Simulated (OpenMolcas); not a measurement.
# Ge+: the spin-orbit constant, worked from levels

```yaml
Program: OpenMolcas 26.06
Basis: ANO-RCC-VQZP [7s6p4d2f1g]
Scalar_Hamiltonian: DKH2, point nucleus
Active_space: 1 electron in 9 orbitals (RAS2 4p; RAS3 4d 5s, at most 1 electron)
State_averaging: 2S+1 = 2 odd, 3 roots; 2S+1 = 2 even, 6 roots
Spin-orbit_coupling: state interaction with AMFI integrals over the reference wave functions, term energies averaged over their components
```

Methods: RASSCF; SS-RASPT2, IPEA 0.25 Eh, imaginary shift 0.1 Eh (closed shells correlated: 3d 4s). Measured levels: NIST Handbook of Basic Atomic Spectroscopic Data.

**The spin-orbit constant.** For the Hund term ²P° of p1, E(J) = (A/2) J(J+1) + constant and ζ = 2S·A = A. From J = 1/2 to J = 3/2 the energy changes by 1.5 A.

```tsv
Source	E(3/2) - E(1/2)	A	ζ
RASSCF	1576.2	1050.8	1051
SS-RASPT2	1576.2	1050.8	1051
measured	1767.4	1178.3	1178
```

All in cm-1. SS-RASPT2 is off by -10.8 % and RASSCF by -10.8 %. Both methods take the spin-orbit matrix elements from the reference wave functions, so the second can move ζ only through the term energies and any multistate remixing.

With one active electron the reference holds no correlation, so core polarisation is missing (holds for RASSCF). With one active electron, CASPT2 adds the correlation within the correlated inactive shells and between them and that electron, and leaves the splitting within a term as the reference gives it (holds for SS-RASPT2). Measured partners are found by configuration, term and J. A level has none where our copy of the source lacks it or the pairing is in doubt (some pairs that miss far off the trend of their configuration count as doubtful), and it then counts in no deviation. Only configurations of the active space appear.

° marks odd parity.
